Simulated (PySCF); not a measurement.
Problem. Write Cartesian coordinates for `[CH3][Ga]([CH3])[CH3]` (trimethylgallium) as optimised with PBE0-D3(BJ)/def2-SVP.

Solution. 
```xyz
13
C3H9Ga angstrom
C     -0.664    1.829    0.249
Ga    -0.009   -0.028    0.085
C      1.931   -0.358    0.263
C     -1.277   -1.502   -0.259
H     -0.265    2.445   -0.575
H     -0.300    2.287    1.184
H     -1.761    1.905    0.230
H      2.507    0.323   -0.384
H      2.214   -1.393    0.023
H      2.251   -0.150    1.298
H     -1.666   -1.423   -1.289
H     -0.820   -2.497   -0.148
H     -2.150   -1.437    0.410
```

Orientation and origin are arbitrary. Atoms count from 1 in this order. All 3 C–Ga bonds measure 1.975 to 1.976 Å. Ga2 (gallium bonded to 3 C) is planar (angles 121.4°, 120.2° and 118.3°, sum 360.0°, 0.00 Å off the plane of its three neighbours). The 4 heavy atoms lie in one plane (0.001 Å rms).

Bonds between heavy atoms (Å): C1–Ga2 1.976, Ga2–C3 1.976, Ga2–C4 1.975.

Method used: PBE0-D3(BJ)/def2-SVP geometry optimisation, gas phase in PySCF.

Point group: near Cs, missed by 0.39 Å at most; the miss may be what the optimiser left on a soft mode. No PBE0-D3(BJ)/def2-SVP frequencies stand behind this structure, so it isn't proved a minimum.
